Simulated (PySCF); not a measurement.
**Correlation energy of Ni (nickel, neutral)**

[Ar] 3d9 4s1, 4s spin antiparallel (an excited configuration). All numbers are calculated (PySCF 2.14, the spin-free X2C one-electron Hamiltonian (Gaussian nucleus), in Sapporo-DKH3-DZP-2012 (6s4p3d1f, 40 functions)). Frozen: [Ne]; 18 electrons correlated.

MP2 pair energies summed by pair of shells (mhartree):

```json
{"pair": "3d-3d", "energy": "-318.51", "share (%)": "52.9"}
{"pair": "3p-3d", "energy": "-167.66", "share (%)": "27.8"}
{"pair": "3p-3p", "energy": "-39.13", "share (%)": "6.5"}
{"pair": "3s-3d", "energy": "-34.43", "share (%)": "5.7"}
{"pair": "3d-4s", "energy": "-19.34", "share (%)": "3.2"}
{"pair": "3s-3p", "energy": "-17.48", "share (%)": "2.9"}
{"pair": "3s-3s", "energy": "-2.68", "share (%)": "0.4"}
{"pair": "3p-4s", "energy": "-2.67", "share (%)": "0.4"}
{"pair": "3s-4s", "energy": "-0.18", "share (%)": "0.0"}
```

Total MP2 correlation energy: -602.06 mhartree.

Same-spin part -212.86 and opposite-spin part -389.20 mhartree; SCS-MP2 scales them by 1/3 and 6/5 to -537.99 mhartree.
